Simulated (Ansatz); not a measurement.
Two structures of GeH₅SF, singlet, reached by relaxing down either side of one saddle point (PBE0-D4/def2-TZVP). Energies are electronic, without zero-point energy. Computed with Ansatz 0.2.0 (basis: def2-TZVPP and def2-QZVPP); correlated methods freeze the cores. Filled d shells of the heavier atoms are correlated. The def2 sets are not built for correlating such inner shells, so the correlated values are less sure here. Extrapolation: Hartree–Fock as exp(−7.88 √X), correlation as X^−2.97. First:

Ge1  (-0.161, -0.574, -0.964)
S2  (1.063, -0.475, 0.915)
H3  (0.707, -1.159, -2.086)
H4  (-0.650, 0.834, -1.318)
H5  (-1.316, -1.510, -0.607)
H6  (-0.413, 0.921, 1.722)
F7  (-1.135, 1.498, 1.883)
H8  (1.905, 0.465, 0.454)
(Å)

Second:

```xyz
8
angstrom
Ge -0.9331 0.0121 -1.0369
S 1.5190 -0.7203 1.8111
H 0.4693 0.0066 -1.6514
H -1.9948 0.5569 -2.0014
H -1.3290 -1.3327 -0.4223
H 0.6540 0.3066 1.7588
F -0.8876 1.1636 0.2817
H 2.5022 0.0072 1.2604
```

Question: Which bonds change from the first to the second?

Answer: GeH₄S ([SH][GeH3]) + HF → GeH₃F ([F][GeH3]) + H₂S; bonds formed: Ge1–F7, S2–H6; bonds broken: Ge1–S2, H6–F7.

Question: Give the saddle point's structure and its height above each. (An estimate is asked for; the value comes from the calculation.)

Answer: By the calculation: 36.38 kcal/mol above the first and 35.00 kcal/mol above the second (CCSD(T) at an estimated basis limit (MP2 extrapolated from triple and quadruple zeta, plus CCSD(T) − MP2 in triple zeta)).
```
8
angstrom
Ge -0.4956 -0.2035 -0.7293
S 1.1453 -0.5973 1.2481
H 0.7077 -0.4390 -1.6622
H -1.3916 0.8194 -1.4556
H -1.2787 -1.4613 -0.3551
H 0.0434 0.5585 1.3608
F -0.8260 1.1000 0.8213
H 2.0955 0.2234 0.7719
```

The T1 diagnostic stays at or below 0.013.

Labels in which every atom is bracketed show which atoms are joined, not bond orders.

For scale, one of the runs: CCSD(T)/def2-TZVPP, 191 basis functions (an equivalent command: `ansatz run in.yaml --threads 4`). Time: 35 s of wall clock on 4 CPU threads; the host was shared. Peak host memory: 2.1 GiB.
